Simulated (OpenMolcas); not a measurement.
# Os4+: moving or changing the point charges

Os4+ among 4 point charges of -2 e arranged as a square (D4h), 1.89 Å from the ion.
```
   1.8900    0.0000    0.0000  -2.00
   0.0000    1.8900    0.0000  -2.00
  -1.8900    0.0000    0.0000  -2.00
   0.0000   -1.8900    0.0000  -2.00
```

| Quantity | Value |
| --- | --- |
| Program | OpenMolcas 26.06 |
| Method | SS-CASPT2, IPEA 0.25 Eh, imaginary shift 0.1 Eh (closed shells correlated: 5s 5p) |
| Basis | ANO-RCC-VDZP [7s6p4d2f1g] |
| Scalar Hamiltonian | DKH2, point nucleus |
| Active space | 4 electrons in 5 orbitals (5d) |
| State averaging | 2S+1 = 5 even, 5 roots; 2S+1 = 3 even, 45 roots; 2S+1 = 1 even, 50 roots |
| Spin-orbit coupling | state interaction with AMFI integrals over the reference wave functions |

Runs around this geometry, states (labels of D4, the rotations of D4h). Energies in cm-1 above the lowest state or level, χT in cm3 K/mol.

```
R (Å)  q (e)  Ground state  First state of that spin  First gap with spin-orbit (degeneracies)  χT at 300 K  First state of another spin
 1.89     -1           5B1                  5B2 7080                               1750 (1, 1)        0.188                     3E 18440
 1.79     -2           5B1                 5B2 16810                               1320 (1, 1)        0.402                     3A2 4650
 1.89     -2           5B1                 5B2 13270                               1220 (1, 1)        0.380                     3A2 9340
 2.06     -2           5B1                  5B2 9060                               1340 (1, 1)        0.285                    3A2 14550
```

Taking the first state of the same spin as R^-n, n = -ln(9060 / 16810) / ln(2.06 / 1.79) = 4.4 between the shortest and longest distance.

Scaling the charges by -1 / -2 = 0.50 scales the first state of the same spin by 7080 / 13270 = 0.53; with fixed orbitals a first-order splitting would follow the charge.

Point charges give a weaker field than real ligands, and real ions of this kind are as a rule low spin; the high spin found here belongs to the model. Free-ion shares, where given, are those of the reference states; single-state CASPT2 does not remix them. Spin-orbit coupling mixes the spin-free states strongly: the lowest level takes only 52 % from its leading state, 5B1 (figures for R = 1.89, q = -1; the like holds for R = 1.79, q = -2, R = 1.89, q = -2, R = 2.06, q = -2). This shell can be high or low spin here, a state of another spin lies low, and with metal d orbitals alone active their balance is uncertain, so the ground spin may be wrong (holds for R = 1.79, q = -2; R = 1.89, q = -2; R = 2.06, q = -2). This is an electrostatic model: the charges have no orbitals. No measured value stands beside these numbers.
